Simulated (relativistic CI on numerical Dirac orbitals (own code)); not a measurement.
Hyperfine structure of Pr²⁴⁺, mass number 141

Computed by Dirac-Coulomb-Breit CI, KLI orbitals optimised for each configuration, a model potential for QED, unscaled Slater integrals (own radial code, finite nucleus).

Configuration list (outside the closed core [Ar] 3d10): 4s2 4p5, 4s 4p6, 4s2 4p4 4d, 4s 4p5 4d, 4s2 4p4 4f, 4s 4p5 4f, 4p6 4d, 4s 4p4 4d2, 4s2 4p3 4d 4f, 4p6 4f, 4s2 4p4 5s, 4p5 4d2, 4p4 4d3, 4p4 4d2 4f, 4p4 4d2 5s. Double excitations out of closed p, d and f shells are left out; levels of such configurations are missing from the list, as are those of other unlisted configurations, and high levels can miss mixing partners.

Nuclear spin I = 5/2, μ = 4.266 μN, Q = -0.0589 b (tables of Stone and Pyykkö). The electronic factors are computed for point nuclear moments, without core polarisation or the Bohr-Weisskopf and QED corrections.

| Level | E (cm⁻¹) | A (GHz) | B (GHz) |
| --- | --- | --- | --- |
| 4s2 4p5 2P°_3/2 | 0 | 36.54 | 2.42 |
| 4s2 4p5 2P°_1/2 | 211864 | 249.5 |  |
| 4s 4p6 2S_1/2 | 685233 | 626.5 |  |
| 4s2 4p4 4d 4D_5/2 | 777011 | 25.91 | 0.211 |
| 4s2 4p4 4d 2F_7/2 | 823538 | 20.82 | 0.0281 |
| 4s2 4p4 4d 4F_9/2 | 830104 | 19.79 | -1.07 |
| 4s2 4p4 4d 2D_3/2 | 843392 | 16.75 | -0.972 |
| 4s2 4p4 4d 4P_1/2 | 878094 | 79.83 |  |

Levels with J = 0, under 50 % of one LS term, or S terms without an open s electron are left out. Small factors come from cancelling terms and can be off by tens of per cent or more.

At this charge energies of transitions that change n are usually good to better than 1 %, and those within a shell (Δn = 0) to a few per cent.

**Question.** Give the hyperfine levels of 4s2 4p5 2P°_1/2 relative to its centre of gravity.

**Answer.** With K = F(F + 1) − I(I + 1) − J(J + 1), E = AK/2: F = 2: -436.5, F = 3: 311.8 GHz.

LS names give the leading component of a level, which can be under half, so a name can repeat, a term be missing and a line seem to break the LS rules.
